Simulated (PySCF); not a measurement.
Species: C₁₀H₁₀S.
Cartesian coordinates in Å at the PBE0-D3(BJ)/def2-SVP level; atoms count from 1:
```
atom  x, y, z in Å
C1    -3.8643   -0.0925   -0.2567
C2    -2.7444   -0.0242   -0.9865
C3    -1.3664    0.1024   -0.4947
C4    -1.0492    0.2119    0.8693
C5     0.2729    0.3251    1.2905
C6     1.3086    0.3270    0.3598
C7     0.9992    0.2088   -1.0027
C8    -0.3200    0.1026   -1.4312
S9     2.4249    0.2351   -2.0410
C10    3.5112   -0.0506   -0.5957
C11    2.7777    0.5159    0.6185
H12   -4.8410   -0.1850   -0.7365
H13   -3.8561   -0.0607    0.8360
H14   -2.8367   -0.0678   -2.0776
H15   -1.8472    0.2092    1.6138
H16    0.4983    0.4160    2.3564
H17   -0.5485    0.0061   -2.4953
H18    4.4799    0.4324   -0.7810
H19    3.6733   -1.1353   -0.4936
H20    2.9899    1.5960    0.7203
H21    3.1103    0.0302    1.5487
```

Method used: PySCF, PBE0-D3(BJ)/def2-SVP geometry optimisation, gas phase.

Take the most abundant isotopes and a rigid rotor. The values belong to one conformer with, in the numbering `[CH2:1]=[CH:2][c:3]1[cH:4][cH:5][c:6]2[c:7]([cH:8]1)[S:9][CH2:10][CH2:11]2`, C1–C2–C3–C4 -2°, C6–C7–S9–C10 15°, C7–S9–C10–C11 -27°, S9–C10–C11–C6 32°, C5–C6–C11–C10 160°.

**Question.** What are A, B and C (cm⁻¹)?

**Answer.** Ia = 203.68, Ib = 854.49, Ic = 1046.14 u·Å²; 505379 MHz·u·Å²/I gives 2481, 591.4 and 483.1 MHz, that is A = 0.08277, B = 0.01973, C = 0.01611 cm⁻¹.

**Question.** What kind of rotor is it?

**Answer.** An asymmetric top: κ = (2 × 591.4 − 2481 − 483.1)/(2481 − 483.1) = -0.89.

**Question.** Is it planar, by Δ = Ic − Ia − Ib?

**Answer.** Not planar: Δ = Ic − Ia − Ib = -12.03 u·Å². For a rigid frame Δ = −2 Σ m c², so Σ m c² = 6.01 u·Å² lies off the ab plane: 3.82 from hydrogen and 2.19 from heavier atoms. The atom farthest from that plane is 1.46 Å away.

**Question.** Give the other two planar moments, Paa and Pbb, and the rms extents of the mass along the axes.

**Answer.** Paa = Σ m a² = (Ib + Ic − Ia)/2 = 848.48 and Pbb = Σ m b² = (Ia + Ic − Ib)/2 = 197.66 u·Å². With the mass M = 162.05 u, the rms extents √(P/M) along a, b and c are 2.29, 1.10, 0.19 Å.

**Question.** List the rotational levels J(Ka,Kc) to J = 2 (K).

**Answer.** Above 0(0,0), as E/k:
J = 1: 1(0,1) 0.052, 1(1,1) 0.142, 1(1,0) 0.147
J = 2: 2(0,2) 0.154, 2(1,2) 0.240, 2(1,1) 0.256, 2(2,1) 0.528, 2(2,0) 0.528
Those of J = 1 are B + C, A + C and A + B.

**Question.** Which lines would a microwave search look for?

**Answer.** The dipole components are |μa| = 0.59 D, |μb| = 1.57 D, |μc| = 0.23 D. The squared components, which scale the intensities, stand as 0.14 : 1.00 : 0.02 (a : b : c). Some lines, for components of 0.1 D or more:

| type | branch | J(Ka,Kc) | MHz | lower level (cm⁻¹) |
| --- | --- | --- | --- | --- |
| a | R | 1(0,1) ← 0(0,0) | 1075 | 0.000 |
| c | Q | 2(1,2) ← 2(0,2) | 1786 | 0.107 |
| b | Q | 1(1,0) ← 1(0,1) | 1998 | 0.036 |
| b | Q | 2(1,1) ← 2(0,2) | 2111 | 0.107 |
| a | R | 2(1,1) ← 1(1,0) | 2257 | 0.102 |
| b | R | 1(1,1) ← 0(0,0) | 2964 | 0.000 |
| c | R | 1(1,0) ← 0(0,0) | 3073 | 0.000 |
| c | R | 2(1,1) ← 1(0,1) | 4256 | 0.036 |
| c | Q | 2(2,1) ← 2(1,1) | 5670 | 0.178 |
| b | Q | 2(2,0) ← 2(1,1) | 5674 | 0.178 |
| b | Q | 2(2,1) ← 2(1,2) | 5995 | 0.167 |
| c | R | 2(2,0) ← 1(1,0) | 7931 | 0.102 |
| c | R | 2(2,1) ← 1(1,1) | 8035 | 0.099 |
| b | R | 2(2,0) ← 1(1,1) | 8040 | 0.099 |

**Question.** Estimate the classical rotational partition function at 10 K, 298.15 K and 500 K.

**Answer.** Point group C1, symmetry number σ = 1; q = (√π/σ)·√((kT/h)³/(ABC)), k/h = 20836.6 MHz/K: 6330 at 10 K, 1030000 at 298.15 K, 2240000 at 500 K.

No frequency check. Constants of a rigid frame at the computed geometry: no zero-point averaging, no centrifugal distortion.

Hardware: an Arm Neoverse V1 with one thread, no GPU, on a shared host. Cost: 2.2 min wall. This is the geometry optimisation.
